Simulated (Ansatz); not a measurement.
Tuning the range parameter of LC-ωPBE so that −HOMO meets the ionisation energy; basis def2-SVP, Ansatz. System: Ga6N7H24⁺, a cluster cut from zinc blende GaN (hydrogen-capped). The state is a singlet with charge 1. Geometry: PBE-D4/def2-SVP. The ionised state is a doublet.

Geometry of the singlet:

| atom | x (Å) | y (Å) | z (Å) |
| --- | --- | --- | --- |
| Ga1 | -2.9117 | 1.4211 | -2.1925 |
| Ga2 | 3.5501 | -0.9360 | -1.3536 |
| Ga3 | 0.2562 | 0.0615 | -1.8045 |
| Ga4 | -0.4102 | -0.5169 | 1.6937 |
| Ga5 | -3.5715 | 0.8972 | 1.3396 |
| Ga6 | 2.8891 | -1.5137 | 2.1703 |
| N7 | -0.8949 | 1.6698 | -1.7173 |
| N8 | -3.6934 | 0.3871 | -0.6252 |
| N9 | 2.1076 | 0.5721 | -1.3234 |
| N10 | 3.1049 | -2.1178 | 0.2406 |
| N11 | -1.5297 | 1.1161 | 1.7107 |
| N12 | 1.4569 | 0.0022 | 2.0992 |
| N13 | -0.3581 | -1.0571 | -0.2460 |
| H14 | -3.5128 | 2.8702 | -2.1050 |
| H15 | -2.8437 | 0.4287 | -3.4139 |
| H16 | 4.8898 | -0.1986 | -0.9922 |
| H17 | 3.1591 | -1.7410 | -2.6499 |
| H18 | 0.1590 | -0.6940 | -3.1655 |
| H19 | -0.9534 | -1.6496 | 2.6183 |
| H20 | -4.1431 | 2.3570 | 1.4495 |
| H21 | -3.9229 | -0.3900 | 2.1765 |
| H22 | 4.2209 | -0.7702 | 2.5482 |
| H23 | 2.1210 | -2.6583 | 2.9324 |
| H24 | -0.5941 | 2.2919 | -2.4864 |
| H25 | -0.7835 | 2.2559 | -0.8781 |
| H26 | -4.7069 | 0.5201 | -0.7948 |
| H27 | -3.5826 | -0.6304 | -0.7546 |
| H28 | 2.4543 | 1.1801 | -2.0845 |
| H29 | 2.2060 | 1.1602 | -0.4840 |
| H30 | 2.4044 | -2.8333 | -0.0080 |
| H31 | 3.9738 | -2.6780 | 0.3116 |
| H32 | -1.1469 | 1.9223 | 1.1970 |
| H33 | -1.5526 | 1.4457 | 2.6906 |
| H34 | 1.8130 | 0.8200 | 1.5846 |
| H35 | 1.4673 | 0.3162 | 3.0844 |
| H36 | -1.3105 | -1.3788 | -0.4813 |
| H37 | 0.1889 | -1.9318 | -0.2863 |

Single mean-field runs in def2-SVP are fitted with def2-universal-jkfit.

```tsv
ω (1/bohr)	HOMO (eV)	LUMO (eV)	vertical IE (eV)	HOMO + IE (eV)
0.15	-11.84	-2.93	12.27	0.43
0.2	-12.37	-2.53	12.64	0.28
0.3	-13.20	-2.00	13.26	0.06
```

Task: Estimate the row for 0.1 bohr⁻¹.

Result: 
| ω (1/bohr) | HOMO (eV) | LUMO (eV) | vertical IE (eV) | HOMO + IE (eV) |
| --- | --- | --- | --- | --- |
| 0.1 | -11.22 | -3.44 | 11.88 | 0.66 |

Task: Where does the tuning condition hold?

Result: Not within the range that was run.
